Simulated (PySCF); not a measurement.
A GIAO shielding run with PySCF 2.14.0 with density-fitted response routines (density fitting, non-relativistic, gas phase) on `InChI=1S/C5H8FN/c6-3-5-1-2-7-4-5/h4-5H,1-3H2/t5-/m0/s1`:

```
$ OMP_NUM_THREADS=1 python probes_run.py task.json out

{"job": {"kind": "nmr", "xc": "PBE0", "basis": "pcSseg-1"}, "charge": 0, "multiplicity": 1}
F      2.410267    -1.198363     0.214559
C      1.771512    -0.004637    -0.019950
C      0.397343     0.001382     0.644116
C     -0.277009     1.338704     0.441809
N     -1.327603     1.334582    -0.244905
C     -1.644743    -0.003662    -0.674578
C     -0.607127    -0.952851    -0.025752
H      1.689803     0.103080    -1.106697
H      2.416944     0.781696     0.386228
H      0.532211    -0.212616     1.708337
H      0.120191     2.254710     0.848746
H     -1.611910    -0.022038    -1.766867
H     -2.668993    -0.229385    -0.372664
H     -0.122400    -1.586107    -0.766172
H     -1.082898    -1.596506     0.711879
```

Hardware: 1 thread of an Arm Neoverse V2, shared host. The job also computes population analyses, field gradients, ring-centre shieldings.

(1) How large is the calculation?

(2) How long does it take, and how much memory does it need?

Results:

(1) 54 electrons, 159 basis functions and 816 auxiliary functions.

(2) 16 s of wall time, with 14 SCF cycles and 5 response iterations; peak memory 0.73 GiB. Times on a shared host scatter by some tens of per cent.
